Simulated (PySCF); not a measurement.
# BiF⁺, HF: how much the basis matters

PySCF, UHF reference; doublet, unpaired electrons π ↑; De to Bi⁺ + F without counterpoise correction.

```tsv
basis	relativity	functions	Re (Å)	ωe (cm⁻¹)	De (eV)	μ (D)
cc-pVDZ-PP/cc-pVDZ	scalar-relativistic core potentials	37	1.968	690	n/a	-4.02
def2-SVP	scalar-relativistic core potentials	40	1.964	691	n/a	-4.02
def2-SVPD	scalar-relativistic core potentials	55	1.967	678	n/a	-3.92
```

(1) How does each smaller set differ from the one with most functions, def2-SVPD?

A positive dipole points towards F; it is taken about the centre of mass and depends on that origin. Spin–orbit coupling is left out, which matters for elements this heavy, above all for dissociation energies. Hartree–Fock leaves out correlation, which carries a large part of most bond energies and some tenths to 1 eV of ionisation energies. The state is the lowest determinant that a PBE0 search found; another state may lie lower at other levels.

## Answers

(1) cc-pVDZ-PP/cc-pVDZ: +0.1 pm, +1.8 % in ωe; def2-SVP: -0.3 pm, +1.9 % in ωe. All at HF; the set with most functions is neither the basis-set limit nor always the best.
